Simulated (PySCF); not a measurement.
Species: C9H6S2.
Bonds: S1–C2 (double), C2–C3, C3–C4 (double), C4–C5 (double), C5–C6 (double), C6–C7, C7–C8 (aromatic), C8–C9 (aromatic), C9–C10 (aromatic), C10–S11 (aromatic), C7–S11 (aromatic). Hydrogens: H12 on C2; H13 on C3; H14 on C6; H15 on C8; H16 on C9; H17 on C10.

Method: PySCF, PBE0-D3(BJ)/def2-SVP geometry optimisation, gas phase; density fitting, grid level 2; the optimiser is geomeTRIC in internal coordinates, started from a GFN2-xTB structure.

Step 0: E = -31066.3452 eV
```
atom  x, y, z in Å  |  force x, y, z in eV/Å
S1      4.9718    2.2069   -0.4644   -0.117  -0.005  -0.027
C2      3.5048    1.4838   -0.2966    1.000   0.765  -0.335
C3      3.2811    0.3742    0.5349   -0.406  -0.497   0.281
C4      2.0781   -0.2064    0.6598    0.904   0.453  -0.098
C5      0.9582   -0.7321    0.7668   -0.951  -0.611   0.214
C6     -0.2410   -1.3108    0.8924    0.321   0.137  -0.013
C7     -1.3997   -0.8693    0.2079   -0.620  -0.135  -0.074
C8     -1.5351    0.1797   -0.6804   -0.077  -0.167   0.104
C9     -2.8405    0.3210   -1.1657    0.058   0.044  -0.004
C10    -3.6986   -0.6094   -0.6536    0.117  -0.405   0.350
S11    -2.9274   -1.6828    0.4331    0.206   0.203  -0.100
H12     2.6615    1.8793   -0.8551   -0.501   0.068  -0.196
H13     4.1209   -0.0207    1.0923    0.400  -0.156   0.239
H14    -0.3440   -2.1640    1.5511    0.026  -0.387   0.321
H15    -0.7100    0.8095   -0.9591    0.479   0.335  -0.131
H16    -3.1418    1.0802   -1.8650   -0.186   0.398  -0.379
H17    -4.7450   -0.7271   -0.8553   -0.653  -0.041  -0.150
```

**Question.** Estimate the geometry and energy of step 1. (The exact step hangs on the optimiser's Hessian estimate; all steps are aligned on step 0, rigid shifts and turns removed.)

**Answer.** E = -31066.4238 eV, largest force 0.247 eV/Å
```
atom  x, y, z in Å  |  force x, y, z in eV/Å
S1      4.9925    2.2419   -0.4825    0.119   0.038   0.003
C2      3.5558    1.4959   -0.2917   -0.241  -0.045  -0.028
C3      3.3173    0.3608    0.5542    0.196   0.101  -0.026
C4      2.1079   -0.2074    0.6689   -0.091  -0.097   0.050
C5      0.9752   -0.7472    0.7825    0.072   0.098  -0.057
C6     -0.2343   -1.3052    0.8903   -0.131  -0.124   0.061
C7     -1.4121   -0.8606    0.1967    0.058  -0.008   0.024
C8     -1.5580    0.1890   -0.6961    0.076   0.077  -0.040
C9     -2.8771    0.3218   -1.1767   -0.017   0.056  -0.054
C10    -3.7289   -0.6230   -0.6515   -0.067  -0.009  -0.006
S11    -2.9255   -1.6748    0.4295   -0.031  -0.036   0.018
H12     2.6651    1.8573   -0.8357    0.062  -0.011   0.025
H13     4.1705   -0.0373    1.1172   -0.035  -0.011  -0.001
H14    -0.3421   -2.1706    1.5585    0.005   0.037  -0.028
H15    -0.7225    0.8316   -0.9815   -0.033  -0.028   0.013
H16    -3.1968    1.0864   -1.8873    0.006  -0.028   0.024
H17    -4.7940   -0.7467   -0.8517    0.051  -0.009   0.020
```

The energy changes by -0.0786 eV. The first-order estimate −F·Δx gives -0.1719 eV and the mean of the old and new forces, exact on a quadratic surface, -0.0797 eV. The step makes an angle of 66° with the force vector and moves no atom by more than 0.060 Å.

The cost below is that of the whole optimisation. Hardware: one thread of an AMD EPYC 9R45, no GPU, on a shared host. Cost: 61 s, 0.98 GiB resident at most.
